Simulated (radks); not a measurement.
Trend from Ni2+ to Pt2+: ionisation energy by Delta-SCF between NIST ground configurations, and size. Method: Dirac Kohn-Sham, LDA (Slater exchange, Perdew-Wang correlation), spin-unpolarised, spherical densities, finite nucleus; open shells fill j = l - 1/2 first; Fermi nuclear charge, rms radius of each element as measured or else 0.836 A^(1/3) + 0.57 fm; computed with a radial shooting solver on a logarithmic mesh with Libxc functionals.

species  configuration  configuration of the ion  IE (eV)  NIST (eV)       kind  r at 0.001 e/bohr^3 (bohr)
Ni2+          [Ar] 3d8                  [Ar] 3d7   37.673      35.19       exp.                        2.97
Pd2+          [Kr] 4d8                  [Kr] 4d7   34.325     32.930  semi-emp.                        3.36
Pt2+     [Xe] 4f14 5d8             [Xe] 4f14 5d7   31.743         29     theory                        3.56

Reference values: NIST Atomic Spectra Database (exp. = measured, semi-emp. = semi-empirical, theory = theoretical value adopted there). Spin polarisation and multiplet splitting are left out, so open shells lie too high by an amount that depends on their filling.

Beside tabulated values, note that spin-unpolarised runs miss the spin-polarisation part of the exchange energy of open shells.
